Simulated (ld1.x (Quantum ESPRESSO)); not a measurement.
## Before and after: RRKJ potential for Fe

```
Element                 : Fe
Generator               : ld1.x (Quantum ESPRESSO) 7.5
Type                    : norm-conserving RRKJ (Kleinman–Bylander form)
Functional              : PBE
Relativity              : scalar-relativistic
Frozen core             : [Ar]
Valence charge          : 8
Reference configuration : 3d6.5 4s1.5 4p0
Partial waves           : 4s (bound): rc 2.10 bohr; 4p (bound, empty): rc 3.45 bohr; 3d (bound): rc 1.10 bohr
Local potential         : all-electron potential smoothed inside 2.40 bohr (lloc = -1)
Core correction         : none
rho0                    : 0.005
```

Change: local potential the d channel.

Cutoffs: the cutoffs (Ry, on a coarse ladder) from which the occupation-weighted sum of valence levels, in a spherical-Bessel basis at the reference potential, stays within 10 and 1 mRy of its value at 400 Ry; they do not see the model core or the augmentation charge, which bear on the density cutoff. Errors are all-electron minus pseudo energies relative to the spin-unpolarised reference configuration.

How do hardness, ghosts and transferability respond?

The potential gets harder (140 Ry and 180 Ry → 180 Ry and 230 Ry); a bound ghost appears in p, s, which as a rule spoils a file; of the 7 tests that both files solve, the error grows in 1 and shrinks in 6 by more than 15 % and 0.3 meV (median size 38.1 → 19.1 meV); the range in which the d phases agree widens (upper end 0.5 → 3.1). In the separable form a ghost depends on how the local part lies against the semilocal potential of the channel, so the choice of the local part can create or remove one.

```tsv
quantity	base	changed
cutoff, loose	140 Ry	180 Ry
cutoff, tight	180 Ry	230 Ry
loose cutoff by channel (10 mRy a level)	s 8 Ry, d 120 Ry	s 15 Ry, d 140 Ry
bound ghosts	none	s, p
error for 3d6 4s2 4p0, meV [ΔE 0.73 eV]	-45	-27
error for 3d6 4s1 4p0, meV [ΔE 9.46 eV]	-11	+7.0
error for 3d6 4s0 4p0, meV [ΔE 25.66 eV]	+87	+109
error for 3d6 4s1 4p1, meV [ΔE 4.83 eV]	-38	-19
error for 3d5 4s0 4p0, meV [ΔE 59.88 eV]	-200	+66
error for 3d6 4s0 4p2, meV [ΔE 9.18 eV]	-28	-8.3
error for 3d6 4s1.5 4p0, meV [ΔE 4.21 eV]	-31	-13
s: phases at 3.75 bohr within 0.05 rad from the reference energy up to (Ry; the scan ends near 5)	1.0	0.9
p: phases at 3.75 bohr within 0.05 rad from the reference energy up to (Ry; the scan ends near 5)	1.5	1.6
d: phases at 3.75 bohr within 0.05 rad from the reference energy up to (Ry; the scan ends near 5)	0.5	3.1
```

 A true bound ghost makes a file unfit for plane-wave use even where its test errors are small: the radial tests pick states by their node count and pass the ghost by.
